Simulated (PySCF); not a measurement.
Ligands exchanged one at a time, B SH-H. Isolated molecules, 0 K electronic values unless said otherwise. One relaxed conformer stands for each flexible species; it need not be the lowest. Strings in code marks are SMILES.

The numbers are results of TPSSh-D3(BJ)/def2-TZVP // CAM-B3LYP-D3(BJ)/def2-TZVP (PySCF), not measurements. Excitations are Tamm–Dancoff values on a coarser integration grid. The basis has no diffuse functions, so Rydberg states are missing or too high.

| species | S1 excitation (TDA) (eV) | HOMO (eV) | S1 oscillator strength | brightest of the four lowest singlets (TDA) (eV) | S1–T1 gap (TDA) (eV) |
|---|---|---|---|---|---|
| 0 of 3 SH replaced by H (`SB(S)S`) | 5.41 | -6.92 | 0.000 | 5.96 | 0.65 |
| 1 of 3 SH replaced by H (`SBS` (H–S–B–S torsion 0°, S–B–S–H torsion 0°)) | 5.98 | -7.03 | 0.253 | 5.98 | 1.40 |
| 2 of 3 SH replaced by H | 6.26 | -7.84 | 0.000 | 6.62 | 1.60 |
| 3 of 3 SH replaced by H | – | -9.29 | – | – | – |
